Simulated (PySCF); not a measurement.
## Radial density of Be⁺ (beryllium, charge +1)

UHF, [He] 3d1, 2D determinant (an excited configuration). Computed with PySCF 2.14 in aug-cc-pCVQZ-DK (9s8p6d4f2g, 109 functions), with the spin-free X2C one-electron Hamiltonian (Gaussian nucleus).

```tsv
r (bohr)	4πr²ρ (e/bohr)	4πr²(ρα − ρβ)
0.00630	0.01663	0.0000
0.0106	0.04505	0.0000
0.0178	0.1198	0.0000
0.0300	0.3068	0.0000
0.0504	0.7373	0.0000
0.0848	1.589	0.0000
0.143	2.865	-0.0001
0.240	3.858	-0.0001
0.404	3.239	0.0000
0.679	1.264	0.0005
1.14	0.1450	0.0059
1.92	0.04761	0.0458
3.23	0.1795	0.1795
5.43	0.2092	0.2092
9.14	0.01075	0.0107
```

Densities and radii are taken from the X2C orbitals without a picture-change correction, which distorts them close to the nucleus.

The outer electron is Rydberg-like, and this basis confines it to a smaller radius and binds it less than a complete one would.
